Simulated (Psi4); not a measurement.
Psi4 input (wB97X-D/6-311+G**):

```
memory 1500 MB

molecule {
1 1
C    -1.04934839   -0.01000115   -0.04078540
Si    0.75946497    0.00723832    0.02951840
H    -1.40732725   -0.61205719   -0.89091039
H    -1.45130815    1.00896482   -0.15684383
H    -1.47778377   -0.43823725    0.87920906
symmetry c1
no_reorient
no_com
}

set {
  basis 6-311+G**
  reference rks
  scf_type pk
  dft_radial_points 99
  dft_spherical_points 590
  e_convergence 1e-8
  d_convergence 1e-7
  maxiter 150
}

e = energy('wb97x-d')
print_out(f'\nFINAL {e:.10f} DIPOLE {variable("CURRENT DIPOLE")[0]:.6f} {variable("CURRENT DIPOLE")[1]:.6f} {variable("CURRENT DIPOLE")[2]:.6f}\n')
```

Output:

```
   => Loading Basis Set <=

    Name: 6-311+G**
    Role: ORBITAL
    Keyword: BASIS
    atoms 1   entry C          line   129 file 6-311pgss.gbs
    atoms 2   entry SI         line   351 file 6-311pgss.gbs
    atoms 3-5 entry H          line    42 file 6-311pgss.gbs

   => WB97X-D: Empirical Dispersion <=

    Chai and Head-Gordon Dispersion Correction
    Chai, J.-D.; Head-Gordon, M. (2010), J. Chem. Phys., 132: 6615-6620

        s6 =       1.000000

         ---------------------------------------------------------
                                   SCF
               by Justin Turney, Rob Parrish, Andy Simmonett
                          and Daniel G. A. Smith
                              RKS Reference
         ---------------------------------------------------------

  ==> Geometry <==

    Molecular point group: c1
    Full point group: C1

    Geometry (in Angstrom), charge = 1, multiplicity = 1:

       Center              X                  Y                   Z               Mass
    ------------   -----------------  -----------------  -----------------  -----------------
         C           -1.049348390000    -0.010001150000    -0.040785400000    12.000000000000
         SI           0.759464970000     0.007238320000     0.029518400000    27.976926534650
         H           -1.407327250000    -0.612057190000    -0.890910390000     1.007825032230
         H           -1.451308150000     1.008964820000    -0.156843830000     1.007825032230
         H           -1.477783770000    -0.438237250000     0.879209060000     1.007825032230

  Running in c1 symmetry.

  Rotational constants: A =      5.27907  B =      0.45169  C =      0.45169 [cm^-1]
  Rotational constants: A = 158262.59958  B =  13541.29956  C =  13541.29956 [MHz]
  Nuclear repulsion =   43.224379710910434

  Charge       = 1
  Multiplicity = 1
  Electrons    = 22
  Nalpha       = 11
  Nbeta        = 11

  ==> Algorithm <==

  SCF Algorithm Type is PK.
  DIIS enabled.
  MOM disabled.
  Fractional occupation disabled.
  Guess Type is SAD.
  Energy threshold   = 1.00e-08
  Density threshold  = 1.00e-07
  Integral threshold = 1.00e-12

  ==> Primary Basis <==

  Basis Set: 6-311+G**
    Blend: 6-311+G**
    Number of shells: 36
    Number of basis functions: 70
    Number of Cartesian functions: 72
    Spherical Harmonics?: true
    Max angular momentum: 2

  ==> DFT Potential <==

   => LibXC <=

    Version 7.1.2
    S. Lehtola, C. Steigemann, M. J. T. Oliveira, and M. A. L. Marques,  SoftwareX 7, 1–5 (2018) (10.1016/j.softx.2017.11.002)

   => Composite Functional: WB97X-D <=

    wB97X-D Hyb-GGA Exchange-Correlation Functional

    J.-D. Chai and M. Head-Gordon,  Phys. Chem. Chem. Phys. 10, 6615–6620 (2008) (10.1039/B810189B)

    Deriv               =              1
    GGA                 =           TRUE
    Meta                =          FALSE

    Exchange Hybrid     =           TRUE
    MP2 Hybrid          =          FALSE

   => Exchange-Correlation Functionals <=

    1.0000   wB97X-D range-separated functional

   => Exact (HF) Exchange <=

    0.7780            HF,LR [omega = 0.2000]
    0.2220               HF

   => LibXC Density Thresholds  <==

    XC_HYB_GGA_XC_WB97X_D:  1.00E-14

   => Molecular Quadrature <=

    Radial Scheme          =       TREUTLER
    Pruning Scheme         =           NONE
    Nuclear Scheme         =       TREUTLER

    Blocking Scheme        =         OCTREE
    BS radius alpha        =              1
    Pruning alpha          =              1
    Radial Points          =             99
    Spherical Points       =            590
    Total Points           =         281657
    Total Blocks           =           2083
    Max Points             =            256
    Max Functions          =             70
    Weights Tolerance      =       1.00E-15

  ==> Integral Setup <==

  Using in-core PK algorithm.
   Calculation information:
      Number of atoms:                   5
      Number of AO shells:              36
      Number of primitives:             62
      Number of atomic orbitals:        72
      Number of basis functions:        70

      Integral cutoff                 1.00e-12
      Number of threads:                 1

  Performing in-core PK
  Using 9266565 doubles for integral storage.
  We computed 218164 shell quartets total.
  Whereas there are 222111 unique shell quartets.

  Computing range-separated integrals for PK
  We computed 218164 wK shell quartets total.
  Whereas there are 222111 wK unique shell quartets.

  ==> DiskJK: Disk-Based J/K Matrices <==

    J tasked:                  Yes
    K tasked:                  Yes
    wK tasked:                 Yes
    Omega:               2.000E-01
    Schwarz Cutoff:          1E-12


  Cached 100.0% of DFT collocation blocks in 0.493 [GiB].

  Minimum eigenvalue in the overlap matrix is 9.2508990560E-04.
  Reciprocal condition number of the overlap matrix is 1.2571297882E-04.
    Using symmetric orthogonalization.

  ==> Pre-Iterations <==

  SCF Guess: Superposition of Atomic Densities via on-the-fly atomic UHF (no occupation information).

   -------------------------
    Irrep   Nso     Nmo
   -------------------------
     A         70      70
   -------------------------
    Total      70      70
   -------------------------

  ==> Iterations <==

                        Total Energy        Delta E     RMS |[F,P]|

   @RKS iter SAD:  -328.68000698972770   -3.28680e+02   0.00000e+00
   @RKS iter   1:  -328.89890369572987   -2.18897e-01   8.30938e-03 ADIIS/DIIS
   @RKS iter   2:  -328.94427029772373   -4.53666e-02   6.33750e-03 ADIIS/DIIS
   @RKS iter   3:  -329.04923437412367   -1.04964e-01   6.70884e-04 ADIIS/DIIS
   @RKS iter   4:  -329.05014780758364   -9.13433e-04   1.34026e-04 ADIIS/DIIS
   @RKS iter   5:  -329.05020851328834   -6.07057e-05   2.02250e-05 DIIS
   @RKS iter   6:  -329.05021241941790   -3.90613e-06   4.43189e-06 DIIS
   @RKS iter   7:  -329.05021264973595   -2.30318e-07   6.29320e-07 DIIS
   @RKS iter   8:  -329.05021265380708   -4.07113e-09   1.02667e-07 DIIS
   @RKS iter   9:  -329.05021265385949   -5.24096e-11   2.15796e-08 DIIS
  Energy and wave function converged.

  ==> Post-Iterations <==

   Electrons on quadrature grid:
      Ntotal   =   21.9999998624 ; deviation = -1.376e-07

    Orbital Energies [Eh]
    ---------------------

    Doubly Occupied:

       1A    -66.593607     2A    -10.499408     3A     -5.718442
       4A     -4.065756     5A     -4.065756     6A     -4.053676
       7A     -1.046138     8A     -0.791196     9A     -0.725898
      10A     -0.725895    11A     -0.598149

    Virtual:

      12A     -0.274825    13A     -0.274825    14A     -0.114836
      15A     -0.076904    16A     -0.058923    17A     -0.058923
      18A     -0.029429    19A     -0.013704    20A     -0.013704
      21A     -0.002985    22A      0.018699    23A      0.019670
      24A      0.019670    25A      0.147848    26A      0.162096
      27A      0.162096    28A      0.197464    29A      0.255154
      30A      0.255155    31A      0.298066    32A      0.372260
      33A      0.389508    34A      0.389508    35A      0.474998
      36A      0.474998    37A      0.492695    38A      0.492695
      39A      0.565289    40A      0.690256    41A      0.756550
      42A      0.943262    43A      0.943264    44A      1.063241
      45A      1.063242    46A      1.102877    47A      1.311637
      48A      1.412505    49A      1.412514    50A      1.561758
      51A      1.581503    52A      1.581508    53A      1.881977
      54A      2.025730    55A      2.025730    56A      2.279610
      57A      2.348787    58A      2.348788    59A      2.391271
      60A      2.391271    61A      2.677995    62A      3.059523
      63A      3.594796    64A      3.594797    65A      5.269417
      66A     11.092763    67A     11.092763    68A     11.259219
      69A     23.808169    70A    140.723987

    Final Occupation by Irrep:
              A
    DOCC [    11 ]
    NA   [    11 ]
    NB   [    11 ]

  @RKS Final Energy:  -329.05021265385949

   => Energetics <=

    Nuclear Repulsion Energy =             43.2243797109104335
    One-Electron Energy =                -533.4702560455581306
    Two-Electron Energy =                 180.6163826641455330
    DFT Exchange-Correlation Energy =     -19.4202436085599892
    Empirical Dispersion Energy =          -0.0004753747973593
    VV10 Nonlocal Energy =                  0.0000000000000000
    Total Energy =                       -329.0502126538594894

Computation Completed

Properties will be evaluated at   0.000000,   0.000000,   0.000000 [a0]

Properties computed using the SCF density matrix

 Multipole Moments:

 ------------------------------------------------------------------------------------
     Multipole            Electronic (a.u.)      Nuclear  (a.u.)        Total (a.u.)
 ------------------------------------------------------------------------------------

 L = 1.  Multiply by 2.5417464519 to convert [e a0] to [Debye]
 Dipole X            :          0.2543454            0.0000001            0.2543455
 Dipole Y            :          0.0024238           -0.0000001            0.0024237
 Dipole Z            :          0.0098895            0.0000001            0.0098896
 Magnitude           :                                                    0.2545493

 ------------------------------------------------------------------------------------

FINAL -329.0502126539 DIPOLE 0.254346 0.002424 0.009890

*** Psi4 exiting successfully. Buy a developer a beer!
```

The dipole moment of an ion depends on the origin.
